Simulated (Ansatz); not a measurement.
```xyz
2

V     0.0000    0.0000    0.0000
Cr    0.0000    0.0000    1.7300
```

Basis set: pcseg-2 (spherical functions). Some runs use density fitting. Charge 0, multiplicity 2.

Computed with Ansatz (development build ahead of 0.2.0); each method stands on the lowest determinant of its kind that the runs found.

The atomization energy at this shape (free ground-state atoms in the same class of orbitals less the molecule, no zero-point energy) of doublet CrV:

```csv
method,atomization energy
PBE0 (unrestricted),0.46 eV
```

Task: What does PBE (unrestricted) give?

Result: 2.94 eV. Caution: a free atom is spin contaminated; another spin multiplicity may lie lower. Caution for PBE (unrestricted): the unrestricted determinant is spin contaminated. Caution for PBE0 (unrestricted): the unrestricted determinant is a mixture of spin states.

The shape needn't be a minimum at these levels.
